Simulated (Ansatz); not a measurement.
A short molecular-dynamics run on Br$_{2}$ClHSn, SMILES `[Cl][SnH]([Br])[Br]`.

```yaml
crystal:
  periodic: [false, false, false]
  atoms:
    - {symbol: Cl, position_ang: [-1.307362, 0.214528, 1.818266]}
    - {symbol: Sn, position_ang: [0.091253, 0.145276, -0.013650]}
    - {symbol: Br, position_ang: [1.637149, -1.729371, 0.307507]}
    - {symbol: Br, position_ang: [-1.292695, -0.318164, -1.982705]}
    - {symbol: H, position_ang: [0.921554, 1.614031, -0.170817]}
basis:
  gaussian: {orbitals: def2-SVP}
hamiltonian: {xc: {name: r2SCAN}}
md: {timestep: 0.5 fs, n_steps: 50, ensemble: nvt_nose_hoover, temperature: 1000, initial_velocities: maxwell_boltzmann, seed: 419}
```

```sh
$ ansatz run in.yaml --threads 4 --pin off --events-out ev --progress --plain --max-ram 10444MiB
```

```tsv
step	time (fs)	potential energy (eV)	kinetic (eV)	T (K)	conserved (eV)
0	0.0	-158446.6858	0.3878	1000	-158446.2980
1	0.5	-158446.6856	0.3876	1000	-158446.2980
2	1.0	-158446.6842	0.3862	996	-158446.2980
3	1.5	-158446.6814	0.3834	989	-158446.2980
4	2.0	-158446.6772	0.3792	978	-158446.2980
5	2.5	-158446.6718	0.3738	964	-158446.2980
6	3.0	-158446.6651	0.3671	947	-158446.2980
7	3.5	-158446.6573	0.3594	927	-158446.2980
8	4.0	-158446.6488	0.3509	905	-158446.2980
9	4.5	-158446.6398	0.3418	882	-158446.2979
10	5.0	-158446.6305	0.3326	858	-158446.2979
11	5.5	-158446.6211	0.3232	834	-158446.2979
12	6.0	-158446.6120	0.3141	810	-158446.2979
13	6.5	-158446.6032	0.3054	788	-158446.2979
14	7.0	-158446.5949	0.2971	766	-158446.2979
15	7.5	-158446.5871	0.2893	746	-158446.2979
16	8.0	-158446.5799	0.2821	727	-158446.2979
17	8.5	-158446.5730	0.2752	710	-158446.2979
18	9.0	-158446.5665	0.2687	693	-158446.2979
19	9.5	-158446.5602	0.2624	677	-158446.2979
20	10.0	-158446.5539	0.2562	661	-158446.2979
21	10.5	-158446.5475	0.2499	644	-158446.2979
22	11.0	-158446.5411	0.2435	628	-158446.2979
23	11.5	-158446.5345	0.2369	611	-158446.2979
24	12.0	-158446.5278	0.2303	594	-158446.2979
25	12.5	-158446.5213	0.2239	577	-158446.2979
26	13.0	-158446.5152	0.2178	562	-158446.2979
27	13.5	-158446.5098	0.2125	548	-158446.2979
28	14.0	-158446.5054	0.2082	537	-158446.2978
29	14.5	-158446.5025	0.2054	530	-158446.2978
30	15.0	-158446.5012	0.2041	526	-158446.2978
31	15.5	-158446.5017	0.2048	528	-158446.2978
32	16.0	-158446.5041	0.2072	534	-158446.2978
33	16.5	-158446.5082	0.2114	545	-158446.2978
34	17.0	-158446.5138	0.2171	560	-158446.2979
35	17.5	-158446.5206	0.2240	578	-158446.2979
36	18.0	-158446.5282	0.2317	597	-158446.2979
37	18.5	-158446.5362	0.2397	618	-158446.2979
38	19.0	-158446.5442	0.2478	639	-158446.2979
39	19.5	-158446.5520	0.2558	660	-158446.2979
40	20.0	-158446.5594	0.2633	679	-158446.2980
41	20.5	-158446.5664	0.2704	697	-158446.2980
42	21.0	-158446.5729	0.2771	715	-158446.2979
43	21.5	-158446.5790	0.2834	731	-158446.2979
44	22.0	-158446.5849	0.2895	747	-158446.2979
45	22.5	-158446.5907	0.2955	762	-158446.2979
46	23.0	-158446.5966	0.3016	778	-158446.2979
47	23.5	-158446.6026	0.3079	794	-158446.2979
48	24.0	-158446.6089	0.3144	811	-158446.2979
49	24.5	-158446.6155	0.3212	828	-158446.2979
50	25.0	-158446.6223	0.3282	846	-158446.2979
```

Velocities are drawn at the set temperature; a run this short doesn't reach equilibrium.

Frames (Å, forces in eV/Å):

```xyz
5
time=0.0 fs
Cl   -1.307    0.215    1.818   -0.350    0.026    0.464
Sn    0.091    0.145   -0.014    0.246    0.219   -0.180
Br    1.637   -1.729    0.308    0.253   -0.292    0.048
Br   -1.293   -0.318   -1.983   -0.215   -0.067   -0.317
H     0.922    1.614   -0.171    0.066    0.114   -0.015
5
time=0.5 fs
Cl   -1.307    0.217    1.819   -0.356    0.034    0.469
Sn    0.090    0.145   -0.012    0.318    0.254   -0.211
Br    1.637   -1.729    0.306    0.245   -0.304    0.053
Br   -1.292   -0.319   -1.984   -0.214   -0.057   -0.306
H     0.948    1.603   -0.172    0.007    0.073   -0.006
5
time=1.0 fs
Cl   -1.307    0.219    1.820   -0.362    0.043    0.475
Sn    0.089    0.145   -0.011    0.394    0.293   -0.242
Br    1.638   -1.729    0.304    0.238   -0.315    0.059
Br   -1.290   -0.320   -1.984   -0.212   -0.048   -0.295
H     0.974    1.592   -0.174   -0.058    0.027    0.004
5
time=1.5 fs
Cl   -1.307    0.221    1.821   -0.368    0.051    0.480
Sn    0.088    0.145   -0.010    0.474    0.335   -0.273
Br    1.638   -1.729    0.303    0.230   -0.327    0.064
Br   -1.289   -0.321   -1.985   -0.210   -0.038   -0.284
H     1.000    1.582   -0.175   -0.126   -0.020    0.014
5
time=2.0 fs
Cl   -1.307    0.224    1.823   -0.373    0.058    0.484
Sn    0.086    0.145   -0.008    0.556    0.377   -0.304
Br    1.638   -1.730    0.301    0.223   -0.339    0.069
Br   -1.288   -0.321   -1.986   -0.208   -0.029   -0.273
H     1.026    1.571   -0.177   -0.197   -0.067    0.024
5
time=2.5 fs
Cl   -1.306    0.226    1.824   -0.378    0.066    0.488
Sn    0.085    0.145   -0.007    0.638    0.416   -0.334
Br    1.638   -1.730    0.299    0.215   -0.351    0.074
Br   -1.287   -0.322   -1.987   -0.207   -0.020   -0.262
H     1.052    1.560   -0.178   -0.268   -0.111    0.034
5
time=3.0 fs
Cl   -1.306    0.228    1.825   -0.383    0.073    0.492
Sn    0.084    0.145   -0.006    0.718    0.450   -0.363
Br    1.639   -1.730    0.298    0.207   -0.363    0.079
Br   -1.286   -0.323   -1.988   -0.205   -0.011   -0.252
H     1.076    1.549   -0.179   -0.338   -0.149    0.044
5
time=3.5 fs
Cl   -1.306    0.231    1.826   -0.387    0.080    0.496
Sn    0.083    0.145   -0.004    0.795    0.478   -0.392
Br    1.639   -1.730    0.296    0.199   -0.374    0.084
Br   -1.285   -0.324   -1.989   -0.203   -0.003   -0.241
H     1.100    1.538   -0.180   -0.404   -0.182    0.053
5
time=4.0 fs
Cl   -1.306    0.233    1.827   -0.391    0.086    0.498
Sn    0.082    0.145   -0.003    0.867    0.499   -0.418
Br    1.639   -1.730    0.294    0.191   -0.386    0.089
Br   -1.284   -0.325   -1.989   -0.201    0.006   -0.230
H     1.123    1.526   -0.182   -0.467   -0.206    0.061
5
time=4.5 fs
Cl   -1.306    0.235    1.829   -0.394    0.092    0.501
Sn    0.081    0.145   -0.002    0.933    0.512   -0.443
Br    1.639   -1.730    0.293    0.183   -0.397    0.094
Br   -1.282   -0.325   -1.990   -0.199    0.014   -0.219
H     1.145    1.513   -0.182   -0.523   -0.221    0.068
5
time=5.0 fs
Cl   -1.306    0.238    1.830   -0.396    0.098    0.502
Sn    0.079    0.145    0.000    0.991    0.515   -0.467
Br    1.640   -1.730    0.291    0.175   -0.408    0.099
Br   -1.281   -0.326   -1.991   -0.196    0.022   -0.208
H     1.166    1.500   -0.183   -0.573   -0.227    0.073
5
time=5.5 fs
Cl   -1.306    0.240    1.831   -0.399    0.103    0.503
Sn    0.078    0.145    0.001    1.042    0.510   -0.488
Br    1.640   -1.730    0.290    0.166   -0.419    0.104
Br   -1.280   -0.327   -1.992   -0.194    0.029   -0.197
H     1.185    1.487   -0.184   -0.615   -0.223    0.078
5
time=6.0 fs
Cl   -1.306    0.242    1.833   -0.400    0.108    0.504
Sn    0.077    0.145    0.002    1.082    0.495   -0.507
Br    1.640   -1.730    0.288    0.158   -0.430    0.109
Br   -1.279   -0.328   -1.993   -0.192    0.037   -0.186
H     1.203    1.473   -0.184   -0.649   -0.209    0.081
5
time=6.5 fs
Cl   -1.306    0.245    1.834   -0.401    0.112    0.504
Sn    0.076    0.145    0.003    1.113    0.471   -0.524
Br    1.641   -1.731    0.286    0.150   -0.441    0.114
Br   -1.278   -0.329   -1.994   -0.189    0.044   -0.175
H     1.219    1.458   -0.184   -0.673   -0.185    0.082
5
time=7.0 fs
Cl   -1.306    0.247    1.836   -0.402    0.116    0.502
Sn    0.075    0.146    0.005    1.134    0.437   -0.539
Br    1.641   -1.731    0.285    0.142   -0.451    0.118
Br   -1.277   -0.329   -1.995   -0.187    0.051   -0.164
H     1.234    1.443   -0.184   -0.687   -0.152    0.082
5
time=7.5 fs
Cl   -1.307    0.249    1.837   -0.402    0.119    0.501
Sn    0.074    0.146    0.006    1.143    0.395   -0.552
Br    1.641   -1.731    0.283    0.134   -0.461    0.123
Br   -1.276   -0.330   -1.996   -0.184    0.057   -0.152
H     1.247    1.428   -0.184   -0.692   -0.110    0.080
5
time=8.0 fs
Cl   -1.307    0.252    1.839   -0.401    0.122    0.498
Sn    0.073    0.146    0.007    1.142    0.344   -0.562
Br    1.642   -1.731    0.281    0.126   -0.471    0.128
Br   -1.275   -0.331   -1.996   -0.181    0.063   -0.141
H     1.258    1.412   -0.184   -0.686   -0.058    0.077
5
time=8.5 fs
Cl   -1.307    0.254    1.840   -0.400    0.124    0.494
Sn    0.072    0.146    0.008    1.129    0.285   -0.570
Br    1.642   -1.731    0.280    0.118   -0.480    0.132
Br   -1.274   -0.332   -1.997   -0.178    0.069   -0.129
H     1.268    1.397   -0.183   -0.669    0.001    0.072
5
time=9.0 fs
Cl   -1.307    0.257    1.842   -0.398    0.126    0.490
Sn    0.071    0.146    0.010    1.105    0.220   -0.575
Br    1.642   -1.732    0.278    0.110   -0.489    0.137
Br   -1.273   -0.333   -1.998   -0.175    0.075   -0.118
H     1.276    1.381   -0.182   -0.642    0.068    0.066
5
time=9.5 fs
Cl   -1.307    0.259    1.843   -0.395    0.127    0.485
Sn    0.070    0.146    0.011    1.070    0.147   -0.578
Br    1.642   -1.732    0.277    0.103   -0.497    0.141
Br   -1.272   -0.333   -1.999   -0.172    0.081   -0.106
H     1.282    1.365   -0.182   -0.606    0.142    0.058
5
time=10.0 fs
Cl   -1.308    0.261    1.845   -0.392    0.128    0.479
Sn    0.070    0.146    0.012    1.026    0.070   -0.579
Br    1.643   -1.732    0.275    0.096   -0.505    0.145
Br   -1.271   -0.334   -2.000   -0.169    0.086   -0.095
H     1.287    1.350   -0.180   -0.560    0.221    0.049
5
time=10.5 fs
Cl   -1.308    0.264    1.847   -0.388    0.129    0.473
Sn    0.069    0.146    0.013    0.972   -0.012   -0.578
Br    1.643   -1.732    0.274    0.088   -0.512    0.149
Br   -1.270   -0.335   -2.001   -0.166    0.091   -0.083
H     1.291    1.335   -0.179   -0.506    0.304    0.039
5
time=11.0 fs
Cl   -1.308    0.266    1.848   -0.384    0.129    0.465
Sn    0.068    0.146    0.014    0.912   -0.096   -0.576
Br    1.643   -1.733    0.272    0.081   -0.517    0.153
Br   -1.269   -0.336   -2.002   -0.163    0.096   -0.071
H     1.294    1.321   -0.178   -0.446    0.389    0.028
5
time=11.5 fs
Cl   -1.309    0.269    1.850   -0.379    0.129    0.457
Sn    0.067    0.147    0.016    0.846   -0.181   -0.572
Br    1.644   -1.733    0.270    0.074   -0.522    0.157
Br   -1.268   -0.337   -2.003   -0.160    0.100   -0.059
H     1.295    1.308   -0.177   -0.381    0.475    0.017
5
time=12.0 fs
Cl   -1.309    0.271    1.852   -0.374    0.128    0.448
Sn    0.066    0.147    0.017    0.777   -0.265   -0.566
Br    1.644   -1.733    0.269    0.067   -0.526    0.160
Br   -1.266   -0.337   -2.004   -0.156    0.104   -0.048
H     1.296    1.297   -0.175   -0.313    0.558    0.006
5
time=12.5 fs
Cl   -1.309    0.274    1.854   -0.369    0.127    0.439
Sn    0.065    0.147    0.018    0.708   -0.345   -0.561
Br    1.644   -1.734    0.267    0.060   -0.528    0.163
Br   -1.265   -0.338   -2.005   -0.153    0.108   -0.036
H     1.295    1.286   -0.174   -0.247    0.638   -0.005
5
time=13.0 fs
Cl   -1.310    0.276    1.856   -0.362    0.125    0.429
Sn    0.065    0.147    0.019    0.642   -0.419   -0.555
Br    1.645   -1.734    0.266    0.054   -0.528    0.166
Br   -1.264   -0.339   -2.006   -0.150    0.112   -0.025
H     1.295    1.277   -0.173   -0.183    0.710   -0.016
5
time=13.5 fs
Cl   -1.310    0.278    1.857   -0.356    0.123    0.419
Sn    0.064    0.147    0.020    0.582   -0.485   -0.549
Br    1.645   -1.734    0.264    0.047   -0.527    0.168
Br   -1.263   -0.340   -2.007   -0.146    0.115   -0.013
H     1.293    1.270   -0.171   -0.126    0.773   -0.025
5
time=14.0 fs
Cl   -1.311    0.281    1.859   -0.349    0.121    0.408
Sn    0.063    0.147    0.021    0.531   -0.539   -0.544
Br    1.646   -1.735    0.263    0.040   -0.523    0.171
Br   -1.262   -0.341   -2.008   -0.143    0.118   -0.002
H     1.292    1.264   -0.170   -0.079    0.823   -0.032
5
time=14.5 fs
Cl   -1.311    0.283    1.861   -0.341    0.118    0.397
Sn    0.062    0.147    0.022    0.492   -0.581   -0.541
Br    1.646   -1.735    0.261    0.033   -0.518    0.172
Br   -1.261   -0.341   -2.009   -0.139    0.121    0.009
H     1.290    1.260   -0.169   -0.043    0.860   -0.037
5
time=15.0 fs
Cl   -1.312    0.286    1.863   -0.334    0.115    0.385
Sn    0.062    0.147    0.023    0.466   -0.609   -0.538
Br    1.646   -1.736    0.259    0.025   -0.511    0.174
Br   -1.260   -0.342   -2.009   -0.136    0.124    0.019
H     1.288    1.259   -0.168   -0.022    0.880   -0.040
5
time=15.5 fs
Cl   -1.312    0.288    1.865   -0.326    0.112    0.373
Sn    0.061    0.147    0.024    0.456   -0.621   -0.538
Br    1.647   -1.736    0.258    0.018   -0.502    0.175
Br   -1.259   -0.343   -2.010   -0.132    0.126    0.030
H     1.286    1.260   -0.167   -0.016    0.884   -0.040
5
time=16.0 fs
Cl   -1.313    0.291    1.867   -0.317    0.108    0.361
Sn    0.060    0.147    0.025    0.460   -0.618   -0.539
Br    1.647   -1.736    0.256    0.011   -0.490    0.176
Br   -1.258   -0.344   -2.011   -0.129    0.129    0.040
H     1.284    1.262   -0.166   -0.025    0.871   -0.038
5
time=16.5 fs
Cl   -1.313    0.294    1.869   -0.309    0.104    0.348
Sn    0.059    0.147    0.026    0.480   -0.599   -0.542
Br    1.647   -1.737    0.255    0.003   -0.477    0.177
Br   -1.257   -0.344   -2.012   -0.125    0.131    0.050
H     1.283    1.267   -0.165   -0.050    0.841   -0.033
5
time=17.0 fs
Cl   -1.314    0.296    1.871   -0.300    0.100    0.335
Sn    0.059    0.147    0.027    0.513   -0.565   -0.546
Br    1.648   -1.737    0.253   -0.004   -0.462    0.177
Br   -1.256   -0.345   -2.013   -0.122    0.133    0.060
H     1.280    1.274   -0.164   -0.087    0.795   -0.026
5
time=17.5 fs
Cl   -1.315    0.299    1.873   -0.290    0.095    0.322
Sn    0.058    0.147    0.028    0.557   -0.520   -0.552
Br    1.648   -1.738    0.252   -0.012   -0.445    0.177
Br   -1.255   -0.346   -2.014   -0.118    0.134    0.069
H     1.278    1.283   -0.164   -0.136    0.735   -0.017
5
time=18.0 fs
Cl   -1.315    0.301    1.875   -0.281    0.090    0.308
Sn    0.057    0.147    0.029    0.609   -0.463   -0.558
Br    1.648   -1.738    0.250   -0.020   -0.427    0.177
Br   -1.254   -0.347   -2.015   -0.114    0.136    0.079
H     1.276    1.293   -0.163   -0.194    0.664   -0.006
5
time=18.5 fs
Cl   -1.316    0.304    1.878   -0.271    0.085    0.295
Sn    0.057    0.147    0.030    0.666   -0.398   -0.565
Br    1.649   -1.739    0.249   -0.027   -0.407    0.177
Br   -1.253   -0.347   -2.016   -0.111    0.137    0.088
H     1.272    1.305   -0.162   -0.256    0.584    0.006
5
time=19.0 fs
Cl   -1.317    0.306    1.880   -0.261    0.079    0.280
Sn    0.056    0.147    0.031    0.725   -0.327   -0.572
Br    1.649   -1.739    0.247   -0.035   -0.386    0.176
Br   -1.252   -0.348   -2.017   -0.107    0.137    0.097
H     1.269    1.319   -0.162   -0.322    0.497    0.018
5
time=19.5 fs
Cl   -1.317    0.309    1.882   -0.251    0.072    0.266
Sn    0.055    0.147    0.032    0.783   -0.253   -0.578
Br    1.649   -1.740    0.246   -0.042   -0.364    0.176
Br   -1.252   -0.349   -2.018   -0.104    0.138    0.106
H     1.264    1.334   -0.161   -0.386    0.407    0.030
5
time=20.0 fs
Cl   -1.318    0.311    1.884   -0.240    0.066    0.251
Sn    0.055    0.147    0.033    0.837   -0.178   -0.583
Br    1.650   -1.741    0.244   -0.049   -0.341    0.175
Br   -1.251   -0.349   -2.019   -0.100    0.138    0.114
H     1.259    1.349   -0.160   -0.448    0.315    0.043
5
time=20.5 fs
Cl   -1.319    0.314    1.886   -0.230    0.058    0.236
Sn    0.054    0.147    0.034    0.886   -0.103   -0.587
Br    1.650   -1.741    0.243   -0.056   -0.317    0.174
Br   -1.250   -0.350   -2.020   -0.096    0.138    0.123
H     1.252    1.366   -0.159   -0.504    0.224    0.054
5
time=21.0 fs
Cl   -1.320    0.317    1.889   -0.219    0.051    0.221
Sn    0.054    0.147    0.035    0.927   -0.032   -0.590
Br    1.650   -1.742    0.241   -0.063   -0.293    0.173
Br   -1.249   -0.351   -2.021   -0.093    0.138    0.131
H     1.245    1.383   -0.158   -0.553    0.136    0.064
5
time=21.5 fs
Cl   -1.320    0.319    1.891   -0.208    0.043    0.205
Sn    0.053    0.147    0.036    0.959    0.036   -0.590
Br    1.651   -1.742    0.240   -0.069   -0.269    0.172
Br   -1.248   -0.352   -2.022   -0.089    0.137    0.140
H     1.236    1.400   -0.157   -0.593    0.053    0.073
5
time=22.0 fs
Cl   -1.321    0.322    1.893   -0.197    0.034    0.189
Sn    0.053    0.147    0.037    0.982    0.097   -0.589
Br    1.651   -1.743    0.238   -0.076   -0.244    0.172
Br   -1.247   -0.352   -2.022   -0.085    0.137    0.148
H     1.225    1.417   -0.156   -0.624   -0.023    0.080
5
time=22.5 fs
Cl   -1.322    0.324    1.895   -0.185    0.025    0.173
Sn    0.052    0.147    0.038    0.994    0.152   -0.586
Br    1.651   -1.743    0.237   -0.082   -0.219    0.171
Br   -1.246   -0.353   -2.023   -0.082    0.135    0.156
H     1.213    1.435   -0.154   -0.646   -0.093    0.086
5
time=23.0 fs
Cl   -1.323    0.327    1.898   -0.174    0.015    0.157
Sn    0.051    0.147    0.039    0.995    0.199   -0.581
Br    1.652   -1.744    0.235   -0.087   -0.195    0.170
Br   -1.245   -0.354   -2.024   -0.078    0.134    0.164
H     1.200    1.452   -0.153   -0.656   -0.154    0.090
5
time=23.5 fs
Cl   -1.324    0.330    1.900   -0.162    0.005    0.141
Sn    0.051    0.147    0.040    0.986    0.238   -0.575
Br    1.652   -1.745    0.234   -0.093   -0.170    0.169
Br   -1.244   -0.354   -2.025   -0.074    0.133    0.172
H     1.185    1.469   -0.151   -0.657   -0.207    0.093
5
time=24.0 fs
Cl   -1.325    0.332    1.902   -0.150   -0.005    0.124
Sn    0.051    0.147    0.041    0.966    0.269   -0.566
Br    1.652   -1.745    0.233   -0.098   -0.145    0.168
Br   -1.243   -0.355   -2.026   -0.070    0.131    0.180
H     1.168    1.485   -0.149   -0.648   -0.249    0.093
5
time=24.5 fs
Cl   -1.325    0.335    1.904   -0.138   -0.016    0.107
Sn    0.050    0.147    0.042    0.937    0.290   -0.555
Br    1.653   -1.746    0.231   -0.104   -0.120    0.167
Br   -1.242   -0.356   -2.027   -0.067    0.129    0.188
H     1.150    1.501   -0.146   -0.628   -0.282    0.092
5
time=25.0 fs
Cl   -1.326    0.337    1.907   -0.127   -0.027    0.091
Sn    0.050    0.147    0.042    0.897    0.301   -0.543
Br    1.653   -1.747    0.230   -0.109   -0.096    0.166
Br   -1.241   -0.357   -2.028   -0.063    0.126    0.196
H     1.130    1.516   -0.144   -0.599   -0.304    0.089
```

Run time 2.4 min (4 threads of an Arm Neoverse V2 on a shared host); peak host memory 0.42 GiB.
